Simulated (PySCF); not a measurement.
A PySCF script (with the pyscf-properties extension) for the NMR shieldings of SMILES N[Si@@H](C[SiH2][SiH3])C(F)F, C2H11F2NSi3, on a GFN2-xTB geometry:

```python
import basis_set_exchange as bse
import numpy as np
from pyscf import gto, dft
from pyscf.prop import nmr

atoms = """
N    -1.778281    0.803618   -1.307295
Si   -1.052759   -0.330668   -0.240101
C     0.055426    0.598191    0.974543
Si    1.680073    1.232598    0.207226
Si    3.072727   -0.517634   -0.362568
C    -2.589418   -1.045080    0.692481
F    -3.491773   -1.561986   -0.194021
F    -2.224419   -2.084812    1.496009
H    -1.192447    1.414585   -1.851870
H    -2.591674    0.535252   -1.839287
H    -0.374612   -1.499488   -0.821036
H    -0.497392    1.439492    1.392093
H     0.298126   -0.052831    1.814042
H     2.276001    2.169214    1.174617
H     1.306213    2.065154   -0.950384
H     2.824973   -1.720288    0.438204
H     2.922944   -0.911782   -1.767758
H     4.490127   -0.186037   -0.185928
H    -3.143638   -0.338246    1.323573
"""
names = dict.fromkeys(["N", "Si", "C", "F", "H"], "pcSseg-1")
basis = {el: gto.basis.parse(bse.get_basis(n, elements=[el], fmt="nwchem")) for el, n in names.items()}
mol = gto.M(atom=atoms, basis=basis, charge=0, verbose=0)
mf = dft.RKS(mol, xc="PBE0")
mf.grids.level = 2
mf.grids.alignment = dft.numint.BLKSIZE   # the property module wants whole blocks of grid points
mf.conv_tol = 1e-9
mf.kernel()

calc = nmr.RKS(mf)   # GIAO
C = mf.mo_coeff
Co = C[:, mf.mo_occ > 0]
resp = mf.gen_response(singlet=True, hermi=2)
def vind(x):   # induced exchange potential for any number of trial vectors
    d = np.einsum("pi,xij,qj->xpq", C, 2 * x.reshape(-1, C.shape[1], Co.shape[1]), Co, optimize=True)
    return np.einsum("xpq,pi,qj->xij", resp(d - d.transpose(0, 2, 1)), C, Co, optimize=True).ravel()
mo1, _ = nmr.rhf.solve_mo1(calc, with_cphf=vind)
sigma = calc.kernel(mo1)
for i, s in enumerate(sigma):   # ppm
    print("%2d %-2s %9.2f" % (i, mol.atom_pure_symbol(i), np.trace(s) / 3))
```

Problem. Give the expected output.

Solution. 
```
 0 N     257.80
 1 Si    372.97
 2 C     194.57
 3 Si    432.18
 4 Si    467.70
 5 C      58.51
 6 F     332.25
 7 F     333.11
 8 H      31.29
 9 H      31.01
10 H      26.85
11 H      31.46
12 H      31.88
13 H      27.43
14 H      27.76
15 H      28.31
16 H      28.16
17 H      28.24
18 H      25.53
```

These numbers come from an equivalent density-fitted implementation of the same equations, which agrees with the script to about 0.01 ppm for H and up to a few tenths of a ppm for heavy atoms, so last digits may differ.

Problem. Turn these shieldings into chemical shifts. References, each an isolated molecule treated in the same way: NH3 for ¹⁵N (267.73 ppm); TMS for ²⁹Si (349.16 ppm), ¹³C (186.93 ppm), ¹H (31.72 ppm); ¹⁹F (170.95 ppm) against CFCl3.

Solution. Averaging equivalent atoms: N 0: 9.9; Si 1: -23.8; Si 3: -83.0; Si 4: -118.5; C 5: 128.4; C 2: -7.6; F 6: -161.3; F 7: -162.2; H 18: 6.19; H 10: 4.87; H 13: 4.29; H 14: 3.95; H 15/16/17: 3.48; H 8/9: 0.57; H 11: 0.26; H 12: -0.16 ppm. Unscaled 19F shifts against computed CFCl3 carry errors that often reach 10 to 50 ppm. Experimental scales use liquid or dissolved standards, which lie at an offset from isolated NH3 (liquid NH3: subtract about 20 ppm).

Size and cost of the density-fitted run: 212 basis functions, 2.1 min wall time on 1 thread of an Intel Xeon, shared host; peak memory 0.94 GiB.
